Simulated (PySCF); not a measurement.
## Basis set benchmark on one molecule

Molecule: `S[Si](Cl)(Cl)Cl`, Cl$_{3}$HSSi.

Bonds (- single, = double, # triple, : aromatic): S1-Si2 2.113 Å, Si2-Cl3 2.047 Å, Si2-Cl4 2.039 Å, Si2-Cl5 2.047 Å. S1 carries H6.

Geometry PBE0-D3(BJ)/def2-SVP throughout; GIAO in PySCF 2.14, gas phase, one conformer, non-relativistic; equivalent atoms averaged; functional PBE0.

Reference values (measured; solution; U. Herzog, Habilitationsschrift, TU Bergakademie Freiberg, 2002/2003): δ(Si2) = -2.4 ppm vs TMS. Computed shifts are taken against TMS, calculated as an isolated molecule at each level.

Task: How do the basis sets STO-3G, 6-31G, pcSseg-0, 6-31G*, def2-SVP, cc-pVDZ, pcSseg-1, aug-cc-pVDZ, 6-311+G(2d,p), cc-pVTZ, def2-TZVP, pcSseg-2, IGLO-III perform against the reference? Times are CPU seconds on shared hosts with different chips, so compare them loosely.

Result: 
```
    basis set  functions    Si2  abs. error Si  core-s
       STO-3G         46   46.0           48.4     2.7
        6-31G         67  113.7          116.1     5.2
     pcSseg-0         67  114.5          116.9     3.7
       6-31G*         92   62.1           64.5     6.8
     def2-SVP         95   44.2           46.6     5.7
      cc-pVDZ         95   37.7           40.1     6.7
     pcSseg-1        125   36.1           38.5     9.6
  aug-cc-pVDZ        144   20.5           22.9      12
6-311+G(2d,p)        181   28.0           30.4      15
      cc-pVTZ        184   23.1           25.5      17
    def2-TZVP        191   21.8           24.2      17
     pcSseg-2        229   25.1           27.5      20
     IGLO-III        230   20.0           22.4      20
```

For ²⁹Si the closest is IGLO-III (22.4 ppm) and the furthest pcSseg-0 (116.9 ppm). Where a smaller basis beats a larger one, errors probably cancel; the largest sets show where the functional converges. One molecule is a small sample, and vibrational and solvent effects are absent from the calculation.

A small basis that lands close on one nucleus may do so by chance; judge by the trend and by all nuclei.
